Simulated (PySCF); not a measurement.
Start geometry of 3-methanesulfonylphenol (`S(C)(c1cc(O)ccc1)(=O)=O`) from GFN2-xTB (Å):
```
atom  x, y, z in Å
C1     2.770   -0.163    0.464
S2     1.786    0.261   -1.005
O3     2.123   -0.663   -2.052
O4     1.942    1.668   -1.260
C5     0.104   -0.042   -0.461
C6    -0.415   -1.319   -0.518
C7    -1.706   -1.533   -0.059
C8    -2.452   -0.484    0.445
C9    -1.919    0.805    0.490
O10   -2.688    1.802    0.983
C11   -0.622    1.021    0.034
H12    2.587   -1.202    0.700
H13    3.813   -0.005    0.220
H14    2.466    0.487    1.275
H15    0.183   -2.113   -0.935
H16   -2.135   -2.522   -0.096
H17   -3.457   -0.635    0.804
H18   -2.218    2.644    0.930
H19   -0.172    2.003    0.035
```

Problem. What comes out of this run: PySCF 2.14.0, PBE0-D3(BJ)/def2-SVP geometry optimisation, gas phase?

Solution. 
```
atom  x, y, z in Å
C1     2.9041   -0.0671    0.2188
S2     1.9263    0.3370   -1.2198
O3     2.2510   -0.6393   -2.2559
O4     2.0755    1.7725   -1.4539
C5     0.2490    0.0414   -0.6855
C6    -0.2787   -1.2422   -0.7759
C7    -1.5889   -1.4409   -0.3391
C8    -2.3429   -0.3837    0.1577
C9    -1.7991    0.9061    0.2222
O10   -2.5806    1.8943    0.6941
C11   -0.4859    1.1207   -0.2040
H12    2.7505   -1.1219    0.4777
H13    3.9457    0.1100   -0.0834
H14    2.6226    0.5974    1.0448
H15    0.3194   -2.0511   -1.1986
H16   -2.0350   -2.4364   -0.3971
H17   -3.3709   -0.5298    0.4947
H18   -2.1008    2.7292    0.6635
H19   -0.0302    2.1151   -0.1927
```

The energy falls by 2.6 kcal/mol over 7 energy and gradient evaluations, the largest force component goes from 0.0313 to 9.8e-05 Eh/bohr, and the atoms move by 0.039 Å rms after alignment. The bond that changes most is C1–S2 (S-methyl carbon to sulfonyl sulfur), which shortens by 0.033 Å. Bonds longer at the end by more than 0.005 Å: 15 of 19; shorter: 3. Among the angles that change most is O3–S2–O4, from 118.3° to 121.3°. Rotational constants go from 1941, 650.0, 551.0 to 1931, 651.9, 548.6 MHz. The orientation of the end geometry is arbitrary; only internal coordinates are fixed.

The run used 198 basis functions and 52 SCF cycles in all.

No frequency check. One conformer, not necessarily the lowest.
